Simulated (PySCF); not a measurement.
Compound: C7H15PSi.
Cartesian coordinates in Å at the GFN2-xTB level; atoms count from 1:
```xyz
24
C7H15PSi angstrom
C     -2.879    0.615    0.699
C     -2.456   -0.842    0.565
C     -1.508   -1.060   -0.622
C     -0.205   -0.337   -0.448
C      0.106    0.792   -1.067
C      1.428    1.448   -0.812
Si     2.209    0.364    0.551
P      4.177   -0.500   -0.102
C      0.810   -0.932    0.490
H     -2.010    1.250    0.858
H     -3.558    0.739    1.540
H     -3.385    0.949   -0.204
H     -1.965   -1.164    1.486
H     -3.341   -1.467    0.427
H     -1.314   -2.131   -0.725
H     -2.000   -0.714   -1.534
H     -0.567    1.264   -1.769
H      1.281    2.486   -0.512
H      2.018    1.471   -1.731
H      2.244    1.064    1.850
H      4.533   -0.934    1.162
H      4.871    0.688    0.047
H      1.143   -1.897    0.100
H      0.358   -1.131    1.461
```

NICS = −σ at a ghost point: NICS(0) at the centroid of the ring atoms, NICS(1) 1 Å to either side along the normal of their mean plane, zz for the tensor component along that normal. Level: GIAO PBE0/pcSseg-1 (PySCF, non-relativistic, gas phase) on the GFN2-xTB geometry, one conformer.

Ring bond lengths (Å), with Mayer bond orders in brackets: C4–C5 1.325 (1.85), C5–C6 1.498 (1.05), C6–Si7 1.909 (0.90), Si7–C9 1.908 (0.89), C9–C4 1.505 (1.04).

Give the NICS values of each ring in ppm.

| ring | type | NICS(0) | NICS(1), two faces | NICS(1)zz, two faces | rms pucker (Å) | centre to ring atoms, mean (Å) |
| --- | --- | --- | --- | --- | --- | --- |
| C4–C5–C6–Si7–C9 | 5-membered ring with Si; formal bonds 1 double, 4 single | -1.9 | -2.4 / -3.0 | -0.3 / -1.1 | 0.04 | 1.38 |

What do they say, and how far can they be read as aromaticity?

- C4–C5–C6–Si7–C9: mean NICS(1)zz -0.7 ppm, near zero. C6, Si7, C9 have four or more neighbours, and the NICS criterion for π rings isn't applied.

What field does 7.05 T along the ring normal induce along that normal at the second NICS(1) probe listed for ring C4–C5–C6–Si7–C9, 1 Å off the ring?

NICSzz × B0 = -1.1 ppm × 7.05 T = -8 μT, against the applied field.

The run took 2.7 min on Intel Xeon at 2.50 GHz, one thread, shared host, and the process peaked at 1.1 GiB of memory. This is the whole shielding run at PBE0/pcSseg-1, SCF included.
